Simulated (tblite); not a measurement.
Compound: C4H6F3NO.
Atom-mapped SMILES: `[CH3:1][NH:2][C:3](=[O:4])[CH2:5][C:6]([F:7])([F:8])[F:9]` (hydrogens: H10, H11, H12 on C1; H13 on N2; H14, H15 on C5)

Geometry (GFN2-xTB, Å), atoms numbered from 1 in this order:
```
atom  x, y, z in Å
C1     2.573    0.252   -0.005
N2     1.287   -0.413   -0.050
C3     0.155    0.292   -0.251
O4     0.128    1.488   -0.393
C5    -1.100   -0.601   -0.277
C6    -2.362    0.213   -0.498
F7    -2.368    0.868   -1.659
F8    -3.442   -0.601   -0.523
F9    -2.591    1.096    0.474
H10    3.350   -0.476    0.208
H11    2.778    0.739   -0.960
H12    2.565    1.020    0.770
H13    1.259   -1.413    0.051
H14   -1.028   -1.328   -1.088
H15   -1.208   -1.127    0.673
```

Computed values, GFN2-xTB/tblite, gas phase, harmonic and unscaled. Against measured fundamentals such values can be off by several per cent, at times by over 20. One conformer, not necessarily the lowest. The optimisation stopped once no atom felt more than 0.01 eV/Å.

Lowest wavenumbers of the output (negative numbers stand for imaginary wavenumbers):
```
mode    cm-1
  1    -154.5
  2      14.5
  3      68.7
  4     110.7
  5     155.8
  6     228.3
  7     307.2
  8     317.3
  9     336.9
 10     339.0
 11     472.5
 12     473.7
 13     566.2
 14     595.6
 15     699.0
```

Task: Is this structure a minimum?

Result: No. 1 mode is imaginary beyond 20i (154i cm⁻¹), so at this level the point lies at or near a first-order saddle.

Task: Which atoms move in the imaginary mode?

Result: 154i: H11 (methyl hydrogen) 32 %, H12 (methyl hydrogen) 31 %, H10 (methyl hydrogen) 28 %. These are shares of the mass-weighted motion.

Task: What is the remedy?

Result: Step along that mode in both directions, optimise again with tighter thresholds and repeat the frequencies. The zero-point energy of this point (64.4 kcal/mol) counts the 38 real modes alone, and thermal corrections from it aren't those of a minimum.
